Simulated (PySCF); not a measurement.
This PySCF input asks for the NMR shieldings of `CC#CCS(C)(=O)=O`, C₅H₈O₂S; the geometry comes from GFN2-xTB.

```python
import basis_set_exchange as bse
import numpy as np
from pyscf import gto, dft
from pyscf.prop import nmr

atoms = """
C     2.954135   -0.066147    0.657312
C     1.736418    0.119025   -0.097995
C     0.730119    0.279894   -0.731512
C    -0.501144    0.424390   -1.449575
S    -1.804580   -0.544049   -0.591386
C    -1.785263    0.117345    1.099703
O    -3.066570   -0.215189   -1.197806
O    -1.422161   -1.926459   -0.547566
H     3.336566    0.895218    0.998596
H     3.708057   -0.546708    0.035446
H     2.757758   -0.697915    1.522996
H    -0.857258    1.451887   -1.478620
H    -0.436732    0.018685   -2.457533
H    -2.062332    1.161905    1.056222
H    -0.787026   -0.017977    1.493207
H    -2.507587   -0.444962    1.677101
"""
names = dict.fromkeys(["C", "S", "O", "H"], "pcSseg-1")
basis = {el: gto.basis.parse(bse.get_basis(n, elements=[el], fmt="nwchem")) for el, n in names.items()}
mol = gto.M(atom=atoms, basis=basis, charge=0, verbose=0)
mf = dft.RKS(mol, xc="PBE0")
mf.grids.level = 2
mf.grids.alignment = dft.numint.BLKSIZE   # the property module wants whole blocks of grid points
mf.conv_tol = 1e-9
mf.kernel()

calc = nmr.RKS(mf)   # GIAO
C = mf.mo_coeff
Co = C[:, mf.mo_occ > 0]
resp = mf.gen_response(singlet=True, hermi=2)
def vind(x):   # induced exchange potential for any number of trial vectors
    d = np.einsum("pi,xij,qj->xpq", C, 2 * x.reshape(-1, C.shape[1], Co.shape[1]), Co, optimize=True)
    return np.einsum("xpq,pi,qj->xij", resp(d - d.transpose(0, 2, 1)), C, Co, optimize=True).ravel()
mo1, _ = nmr.rhf.solve_mo1(calc, with_cphf=vind)
sigma = calc.kernel(mo1)
for i, s in enumerate(sigma):   # ppm
    print("%2d %-2s %9.2f" % (i, mol.atom_pure_symbol(i), np.trace(s) / 3))
```

Task: Give the expected output.

Result: 
```
 0 C     182.15
 1 C      93.46
 2 C     110.93
 3 C     134.36
 4 S     197.50
 5 C     143.27
 6 O     109.02
 7 O     114.73
 8 H      29.68
 9 H      29.55
10 H      29.61
11 H      28.25
12 H      28.05
13 H      29.59
14 H      28.22
15 H      29.06
```

These numbers come from an equivalent density-fitted implementation of the same equations, which agrees with the script to about 0.01 ppm for H and up to a few tenths of a ppm for heavy atoms, so last digits may differ.

Task: Turn these shieldings into chemical shifts. Shifts are taken against calculated references (same method and geometry level): ¹³C (σ = 186.93 ppm) and ¹H (σ = 31.72 ppm) vs TMS; ³³S (σ = 503.73 ppm) against CS2; ¹⁷O (σ = 336.08 ppm) vs H2O.

Result: Averaging equivalent atoms: C 1: 93.5; C 2: 76.0; C 3: 52.6; C 5: 43.7; C 0: 4.8; S 4: 306; O 6/7: 224.2; H 11/12: 3.57; H 13/14/15: 2.76; H 8/9/10: 2.10 ppm. Experimental scales use liquid or dissolved standards, which lie at an offset from isolated H2O (liquid H2O: subtract about 36 ppm).

Size and cost of the density-fitted run: 183 basis functions, 32 s wall time on 1 thread of an Arm Neoverse V2, shared host; peak memory 0.82 GiB.
